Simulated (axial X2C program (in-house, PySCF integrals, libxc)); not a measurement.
Potential curves of MoB⁻, without spin–orbit coupling

Calculated with an axial X2C code built on PySCF integrals. Spin-free means the one-electron spin-free X2C Hamiltonian. Basis: Mo dyall-acv3z [12s13p10d5f3g], B dyall-av3z [8s7p3d2f] (cores contracted in-house); Gaussian nuclei, density fitting, unrestricted open shells. Masses: Mo 97.905 u, B 11.009 u.

State: M_S = 2, Λ = 0 (beyond evenly filled blocks: 2 × σα, δ+α, δ-α). Energies in cm⁻¹ from the fragments at the same level (Mo- + B). Fits are polynomials in 1 − R0/R over 0.85 to 1.23 times the lowest point R0.

```json
{"R (Å)": "1.7026", "CCSD(T)": "-16726"}
{"R (Å)": "1.7587", "CCSD(T)": "-18450"}
{"R (Å)": "1.8149", "CCSD(T)": "-19371"}
{"R (Å)": "1.8710", "CCSD(T)": "-19670"}
{"R (Å)": "1.9365", "CCSD(T)": "-19440"}
{"R (Å)": "2.0020", "CCSD(T)": "-18769"}
{"R (Å)": "2.0862", "CCSD(T)": "-17480"}
```

Correlated methods: 10 electrons correlated (number of frozen shells: Mo 4 s, 3 p, 1 d; B 1 s), 320 virtual spin orbitals or spinors in MP2, 89 natural virtuals in coupled cluster.

The state is one determinant whose occupation by symmetry is held fixed; it was picked as the lowest of a PBE0 search that is not exhaustive. Dissociation energies refer to the lowest single-determinant-based atoms at the same level and basis. CCSD and (T) use frozen natural virtuals with an MP2 correction for the truncation; (T) itself is uncorrected, so its De runs slightly low. Other states lie close and PBE0, whose exact exchange favours high spin, may order them wrongly; the determinant shown need not be the ground state. The nearest other spin-free determinant of the search, M_S = 2, Λ = 1, lies 0.38 eV up at the distance of the search. The determinant is spin-polarised beyond a pure state at some levels (its spin-free form has ⟨S²⟩ too high), which makes Re and μ there less reliable. The T1 diagnostic is large, a sign of multireference character. With the outer-core shells frozen, correlated bond lengths of heavy atoms tend to come out a few hundredths of an ångström too long. Coupled cluster ran on the points near the minimum only. MP2 and coupled cluster on one determinant become unreliable at the stretched end.

Q: What are Re, ωe and De at the CCSD(T) level?

A: At CCSD(T), spin-free: Re = 1.876 Å, ωe ≈ 697 cm⁻¹, De = 2.44 eV to Mo- + B; Be follows as 0.484 cm⁻¹.
